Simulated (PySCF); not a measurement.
# Working out the ionisation energy of Xe⁺

Xe⁺ [Kr] 4d10 5s2 5p5 (2P) → Xe²⁺ [Kr] 4d10 5s2 5p4 (3P). Computed with PySCF 2.14 in x2c-QZVPPall with one added diffuse shell each of s, p, d, f type (14s10p8d5f1g, 128 functions), with the spin-free X2C one-electron Hamiltonian (Gaussian nucleus). Frozen: [Ar] 3d10. Energies in hartree (1 hartree = 27.21139 eV):

```
             part   Xe⁺ (lower)  Xe²⁺ (upper)
              UHF  -7443.142556  -7442.404952
MP2 opposite-spin     -0.545814     -0.518201
    MP2 same-spin     -0.290564     -0.280366
```

Q: What does Hartree-Fock give?

A: (-7442.404952) − (-7443.142556) = 0.737604 hartree = 20.071 eV.

Q: What do MP2 and SCS-MP2 (6/5 opposite-spin, 1/3 same-spin) give?

A: The opposite-spin parts differ by 0.751 eV and the same-spin parts by 0.278 eV. MP2: 20.071 + (0.751) + (0.278) = 21.100 eV. SCS-MP2: 20.071 + 1.2 × (0.751) + (0.278)/3 = 21.065 eV.

A first-order spin-orbit estimate adds -0.042 eV to MP2 (valence and next inner shell), giving 21.058 eV against 20.975 eV (semi-empirical (NIST evaluation); NIST Atomic Spectra Database, ionization energies).

What remains against the reference includes basis incompleteness, the frozen core and correlation beyond second order.
